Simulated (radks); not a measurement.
Species: Er XLI. Configuration: [Ar] 3d10.

All-electron calculation, Dirac Kohn-Sham, relativistic LDA (MacDonald-Vosko exchange, VWN5 correlation), spin-unpolarised, spherical densities, finite nucleus; Fermi nuclear charge, rms radius 5.2516 fm. Program: a radial shooting solver on a logarithmic mesh with Libxc functionals.

Energy parts (hartree):
total: -12050.5912
kinetic: 13326.5857
electron-nucleus: -27655.1918
Hartree: 2459.2630
exchange-correlation: -181.2480

Orbitals (lengths in bohr, moments of r in powers of bohr; r(90%) holds 90 % of the orbital's charge):
orbital  occ.  eigenvalue (hartree)  r(90%)
1s1/2       2             -2159.584  0.0371
2s1/2       2             -418.0079   0.134
2p1/2       2             -402.0675   0.118
2p3/2       4             -368.5865   0.128
3s1/2       2             -141.5275   0.324
3p1/2       2             -134.5826   0.315
3p3/2       4             -127.2095   0.332
3d3/2       4             -115.4819   0.302
3d5/2       6             -113.8309   0.307
4s1/2       0             -69.27723   0.620
4p1/2       0             -66.35785   0.620
4p3/2       0             -63.86089   0.644

The highest occupied level is 3d5/2 at -3097.5 eV. For comparison, the ionisation energy in NIST's Atomic Spectra Database is 3157 eV (theoretical). In exact Kohn-Sham theory the highest level is minus the ionisation energy, but local and semilocal functionals leave it too shallow, through self-interaction and a potential that decays too fast; potentials with the right tail come closer. The density falls to 0.001 e/bohr^3 at r = 0.72 bohr. Summed over all electrons, <r^2> = 0.9606 bohr^2, which gives a Langevin (diamagnetic) susceptibility term of -0.761 x 10^-6 cm^3/mol.
